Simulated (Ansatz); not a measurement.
Calculated with Ansatz (gas phase, PBE0-D4/def2-TZVP geometries, no zero-point term in ΔE). CCSD(T)/CBS adds triple-zeta CCSD(T) − MP2 to the extrapolated MP2 energy (def2 sets, frozen cores). Functionals use def2-TZVPP. B3LYP here is the variant with VWN-RPA as its local correlation; programs differ in this. For Ti outer-core shells are correlated without core-valence functions, which leaves a few kJ/mol of doubt a bond. Scalar relativity is left out up to krypton. Each species was taken in one conformer, which may not be the lowest.

`[F][Ti]([F])([SH])[Cl]` + `OCCCS` → `[F][Ti]([F])([SH])[SH]` + `OCCCCl`  (formal exchange of groups at a Ti–Cl bond)

| level | ΔE (kJ/mol) | difference from CCSD(T)/CBS |
| --- | --- | --- |
| PBE-D4 | 59.2 | -1.6 |
| r2SCAN-D4 | 62.7 | 1.9 |
| PBE0-D4 | 60.9 | 0.1 |
| B3LYP-D4 | 60.8 | 0.0 |
| ωB97X-V | 63.8 | 3.0 |
| ωB97M-V | 62.6 | 1.8 |
| B2PLYP | 61.8 | 1.0 |
| PBE | 60.2 | -0.6 |
| r2SCAN | 62.8 | 2.0 |
| PBE0 | 61.8 | 1.0 |
| B3LYP | 62.4 | 1.6 |
| HF/def2-TZVPP | 69.3 | 8.5 |
| MP2/def2-TZVPP | 61.4 | 0.6 |
| SCS-MP2/def2-TZVPP | 61.8 | 1.0 |
| CCSD/def2-TZVPP | 63.4 | 2.6 |
| CCSD(T)/def2-TZVPP | 61.3 | 0.5 |
| HF/def2-QZVPP | 70.5 | 9.7 |
| MP2/def2-QZVPP | 61.5 | 0.7 |
| SCS-MP2/def2-QZVPP | 62.0 | 1.2 |
| HF/CBS(def2) | 70.6 | 9.8 |
| MP2/CBS(def2) | 60.9 | 0.1 |
| CCSD/CBS(def2) | 62.8 | 2.0 |
| CCSD(T)/CBS | 60.8 | 0 |

Largest T1 diagnostic among the species: 0.026, so the coupled-cluster value is less sure than usual.

In def2-TZVPP, CCSD(T) changes the Hartree–Fock value by −8.0 kJ/mol (the triples alone add −2.1 kJ/mol) and MP2 by −7.9 kJ/mol.
